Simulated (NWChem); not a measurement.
Molecule: CH$_{5}$NSn, singlet; SMILES [CH3][Sn][NH2]

```xyz
8

Sn     0.3736     0.0979     0.1783
C     -0.7905    -1.7752     0.0315
H     -0.2346    -2.5373    -0.5373
H     -1.7696    -1.6165    -0.4468
H     -0.9587    -2.1787     1.0446
N     -1.2608     1.2757    -0.0679
H     -2.2098     0.9398    -0.2065
H     -1.2317     2.2903    -0.0563
```
Atoms are numbered in this order, from 1.

Level: PBE0/def2-SVP with def2 effective core potentials on Sn (NWChem), optimised geometry, unscaled harmonic frequencies. Low-valent species are run as closed-shell singlets; no triplet was tried in these runs. def2 effective core potentials on Sn; no spin-orbit coupling.

Q: List the harmonic frequencies with IR intensities, and the thermochemistry.

A: 
```json
[
 {"frequency (cm⁻¹)": "14", "IR intensity (km/mol)": "0.2"},
 {"frequency (cm⁻¹)": "184", "IR intensity (km/mol)": "1.8"},
 {"frequency (cm⁻¹)": "400", "IR intensity (km/mol)": "211.5"},
 {"frequency (cm⁻¹)": "448", "IR intensity (km/mol)": "5.9"},
 {"frequency (cm⁻¹)": "476", "IR intensity (km/mol)": "40.7"},
 {"frequency (cm⁻¹)": "608", "IR intensity (km/mol)": "50.1"},
 {"frequency (cm⁻¹)": "612", "IR intensity (km/mol)": "12.7"},
 {"frequency (cm⁻¹)": "649", "IR intensity (km/mol)": "4.7"},
 {"frequency (cm⁻¹)": "725", "IR intensity (km/mol)": "48.6"},
 {"frequency (cm⁻¹)": "1179", "IR intensity (km/mol)": "4.2"},
 {"frequency (cm⁻¹)": "1418", "IR intensity (km/mol)": "8.8"},
 {"frequency (cm⁻¹)": "1427", "IR intensity (km/mol)": "6.9"},
 {"frequency (cm⁻¹)": "1513", "IR intensity (km/mol)": "14.8"},
 {"frequency (cm⁻¹)": "3043", "IR intensity (km/mol)": "12.5"},
 {"frequency (cm⁻¹)": "3148", "IR intensity (km/mol)": "8.6"},
 {"frequency (cm⁻¹)": "3167", "IR intensity (km/mol)": "8.7"},
 {"frequency (cm⁻¹)": "3579", "IR intensity (km/mol)": "12.3"},
 {"frequency (cm⁻¹)": "3698", "IR intensity (km/mol)": "22.3"}
]
```

The zero-point energy is 37.6 kcal/mol. The thermal correction to the enthalpy at 298.15 K (with zero-point energy) is 41.7 kcal/mol. The heat capacity Cv is 18.2 cal/(mol K). The entropy at 298.15 K and 1 atm (symmetry number 1) is 79.5 cal/(mol K).

Rigid rotor and harmonic oscillator; modes under 100 cm⁻¹ make the entropy uncertain.
